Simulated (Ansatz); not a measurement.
A structure relaxed at r2SCAN-D4/def2-SVP in Ansatz, charge 0, singlet:

Cartesian coordinates in Å:
```
Cu 0.352 -0.395 -1.009
Cl 0.856 -1.514 0.891
Cu -0.352 0.395 1.009
Cl -0.856 1.514 -0.891
```

(1) Give its formula, name or SMILES and point group.

(2) Summarise the bond lengths by kind (pairs closer than 1.2 times the sum of covalent radii, bridged metal pairs left out).

## Answers

(1) (CuCl)2 ring (Cu2Cl2). Point group D2h (tolerance 0.1 Å).

(2) 4 × Cl–Cu 2.26 Å.
